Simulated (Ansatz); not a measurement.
Gas-phase electronic energies from Ansatz, PBE0-D4/def2-TZVP geometries. CBS: MP2 limit from def2 TZ/QZ plus the TZ coupled-cluster correction, frozen cores. This one scheme is used for every species. DFT in def2-TZVPP. HSE06 is defined as in plane-wave codes. For Ge outer-core shells are correlated without core-valence functions, which leaves a few kJ/mol of doubt a bond. Scalar relativity is left out up to krypton.

Consider the hydrogenolysis of a Ge–Si bond: `[SiH3][Ge]([Cl])([Cl])[Cl]` + H₂ → `[Cl][GeH]([Cl])[Cl]` + SiH₄.

```csv
level,ΔE (kJ/mol),difference from CCSD(T)/CBS
LDA (SPW92),13.7,3.9
PBE-D4,21.3,11.5
B97M-V,1.3,-8.5
PBE0-D4,14.0,4.2
r2SCANh-D4,11.7,1.9
HSE06-D4,14.1,4.3
CAM-B3LYP-D4,2.9,-6.9
ωB97X-V,4.0,-5.8
r2SCAN,11.2,1.4
CAM-B3LYP,-5.5,-15.3
CCSD(T)/CBS,9.8,0
```

(1) What do rigid-rotor, harmonic-oscillator terms from PBE0-D4/def2-TZVP frequencies (298.15 K, 1 bar) make of the CCSD(T)/CBS value? (Best estimate.)

Largest T1 diagnostic among the species: 0.011.

Results:

(1) Ansatz gave: ΔZPE = +10.6 kJ/mol, ΔH = +14.2 kJ/mol, ΔS = 10 J/(mol·K), ΔG = +11.4 kJ/mol.

At CCSD(T), def2-SVP lies −22.1 kJ/mol from the extrapolated value and def2-TZVPP −5.7 kJ/mol. The D4 term adds +13.3 kJ/mol with B3LYP and +7.6 kJ/mol with PBE0; it sums over pairs of atoms, weighted by their polarisabilities, and B3LYP, whose exchange is more repulsive, gets the larger term.

B3LYP here is the variant with VWN-RPA as its local correlation; programs differ in this.
